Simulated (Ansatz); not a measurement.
## Yb(NO3)3 in a box, plane waves

Ansatz 0.2.0, DFT PBE+U, scalar-relativistic, plane waves, PAW, molecule in a box. The geometry was relaxed with Gaussian bases (PBE; Yb lcecp-1-SVP with ECP59, O def2-SVP, N def2-SVP).

```yaml
crystal:
  lattice:
    - [14.88, 0.0, 0.0]
    - [0.0, 15.79, 0.0]
    - [0.0, 0.0, 11.13]
  atoms:
    - { symbol: Yb, position: [0.43414315, 0.4999943, 0.49991914], spin: 1.0 }
    - { symbol: O, position: [0.56886156, 0.51519253, 0.5955265] }
    - { symbol: O, position: [0.56886156, 0.48479544, 0.40431267] }
    - { symbol: "N", position: [0.61720497, 0.49999367, 0.49991914] }
    - { symbol: O, position: [0.6975914, 0.49999367, 0.49991914] }
    - { symbol: O, position: [0.3528172, 0.60234072, 0.5955265] }
    - { symbol: O, position: [0.38075134, 0.61753895, 0.40431267] }
    - { symbol: "N", position: [0.3426129, 0.64939329, 0.49991914] }
    - { symbol: O, position: [0.30242003, 0.7149981, 0.49991914] }
    - { symbol: O, position: [0.38075134, 0.38244902, 0.5955265] }
    - { symbol: O, position: [0.3528172, 0.39764788, 0.40431267] }
    - { symbol: "N", position: [0.34261223, 0.35059468, 0.49991914] }
    - { symbol: O, position: [0.30241935, 0.2849905, 0.49991914] }
basis:
  ecutwfc: 420
  ecutrho_ratio: 4
kpoints:
  mp_grid: { grid: [1, 1, 1] }
hamiltonian:
  xc: pbe
  hubbard: { sites: [{ species: Yb, l: f, u_eff: 5.0 }] }
scf:
  occupations: { method: gaussian, width: 0.01 }
output:
  forces: true
  eigenvalues: true
  populations: true
  hubbard: { sites: [{ species: Yb, l: f }] }
magnetization:
  spin_polarized: true
```

Command:
```sh
ansatz run input.yaml --threads 4 --pin off --max-ram 8192MiB --backend cpu --events-out ev --progress --plain --runs-dir out
```
It took 28 s on 4 threads of Intel(R) Xeon(R) 6975P-C (Granite Rapids) (shared host), peak memory 2 GiB.

**Question.** How does the SCF go?

**Answer.** 
```
SCF iter   1: F=—  HF=-20047.134712 eV  |F-HF|=—  |Δ(HF+E_count)|=         —  Δρ=1.88e-2 (↑1.88e-2 ↓1.78e-2)
Mixer restart at iter 1: flushing history
preconditioner: auto → Resta (q_TF=auto, 1.565 Å⁻¹)  ε∞=1.3  [insulator: Δε(μ)=0.067 eV  Ē_g=11.157 eV  σ=0.010 eV  W_gap=1.00  n_
spin=Collinear: Resta preconditioning applied to the charge; magnetization (m = ρ↑ − ρ↓) channel mixes plain (no charge-response k
SCF iter   2: F=—  HF=-20040.877576 eV  |F-HF|=—  |Δ(HF+E_count)|=    6.26e0  Δρ=7.82e-3 (↑7.82e-3 ↓7.03e-3)
...
SCF iter  21: F=—  HF=-20041.056068 eV  |F-HF|=—  |Δ(HF+E_count)|=   3.82e-7  Δρ=3.36e-6 (↑1.93e-6 ↓3.36e-6)
SCF iter  22: F=—  HF=-20041.056068 eV  |F-HF|=—  |Δ(HF+E_count)|=   9.08e-8  Δρ=1.14e-6 (↑6.75e-7 ↓1.14e-6)
SCF iter  23: F=—  HF=-20041.056068 eV  |F-HF|=—  |Δ(HF+E_count)|=   8.21e-8  Δρ=1.09e-6 (↑9.19e-7 ↓1.09e-6)
SCF iter  24: F=—  HF=-20041.056068 eV  |F-HF|=—  |Δ(HF+E_count)|=   6.34e-8  Δρ=9.64e-7 (↑9.09e-7 ↓9.64e-7)
SCF iter  25: F=-20041.056068 eV  HF=-20041.056068 eV  |F-HF|=2.25e-9  |Δ(HF+E_count)|=   3.77e-9  Δρ=3.35e-7 (↑3.35e-7 ↓2.09e-7)
```

**Question.** Which levels lie next to the highest filled one (eV, counted from it)?

**Answer.** Filled: -1.22, -1.22, -1.14, -1.13, -0.33, -0.32, -0.28, -0.27, -0.10, 0.00. Empty: 0.94, 3.80, 3.80, 3.80, 3.81, 4.10, 4.10, 5.30.

**Question.** How is the f shell of Yb1 filled?

**Answer.** Natural occupations, full = 1; up: 1.00, 1.00, 1.00, 1.00, 1.00, 1.00, 1.00; down: 0.14, 1.00, 1.00, 1.00, 1.00, 1.00, 1.00; in all 13.11 e.

**Question.** What forces are left at this geometry, relaxed with Gaussian bases (eV/Å)?

**Answer.** 
```
Yb  -0.01  0.00  0.00
O    0.03  0.05  0.03
O    0.03 -0.05 -0.03
N   -0.34  0.00  0.00
O    0.20  0.00  0.00
O   -0.05 -0.01  0.03
O    0.04  0.04 -0.03
N    0.16 -0.28  0.00
O   -0.09  0.16  0.00
O    0.04 -0.04  0.03
O   -0.05  0.01 -0.03
N    0.16  0.28  0.00
O   -0.09 -0.16  0.00
```

The open shells may stand above their lowest state.

An lcecp potential fixes the number of 4f electrons, so in runs with it no electron can move into or out of that shell.
